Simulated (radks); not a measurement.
Results of a calculation; reference values are marked as such.
Ce II, 57 electrons, occupied as [Xe] 4f1 5d2 (the NIST ground configuration). Level of theory: Dirac Kohn-Sham, LDA (Slater exchange, Perdew-Wang correlation), spin-unpolarised, spherical densities, finite nucleus; open shells are shared between the two j in proportion to 2j + 1; Fermi nuclear charge, rms radius 4.8771 fm (a radial shooting solver on a logarithmic mesh with Libxc functionals).

Normalised radial functions P(r) = r R(r) (large component), r in bohr:

| r | 5p3/2 | 4f7/2 | 5d3/2 |
|---|---|---|---|
| 0.003813 | 0.0058 | 0.0000 | 0.0001 |
| 0.005969 | 0.0130 | 0.0000 | 0.0002 |
| 0.009342 | 0.0282 | 0.0000 | 0.0008 |
| 0.01451 | 0.0571 | 0.0001 | 0.0023 |
| 0.0227 | 0.1069 | 0.0003 | 0.0072 |
| 0.03525 | 0.1702 | 0.0014 | 0.0205 |
| 0.05518 | 0.2058 | 0.0064 | 0.0528 |
| 0.08636 | 0.1171 | 0.0264 | 0.1125 |
| 0.1341 | -0.1320 | 0.0901 | 0.1745 |
| 0.2099 | -0.2981 | 0.2545 | 0.1459 |
| 0.3285 | 0.0240 | 0.5501 | -0.0629 |
| 0.5101 | 0.4455 | 0.8552 | -0.2738 |
| 0.7983 | 0.0443 | 0.9349 | -0.1266 |
| 1.24 | -0.7293 | 0.7260 | 0.3239 |
| 1.94 | -0.7716 | 0.4059 | 0.6251 |
| 3.037 | -0.3040 | 0.1634 | 0.5461 |
| 4.715 | -0.0455 | 0.0448 | 0.2751 |
| 7.38 | -0.0016 | 0.0060 | 0.0646 |

5p3/2: eigenvalue -26.538 eV, 3 radial nodes at r = 0.109, 0.322, 0.818 bohr, <r> = 1.80 bohr, 90 % of the charge inside 2.63 bohr. 4f7/2: eigenvalue -9.426 eV, 0 radial nodes, <r> = 1.12 bohr, 90 % of the charge inside 1.94 bohr. 5d3/2: eigenvalue -7.533 eV, 2 radial nodes at r = 0.295, 0.915 bohr, <r> = 2.81 bohr, 90 % of the charge inside 4.40 bohr.
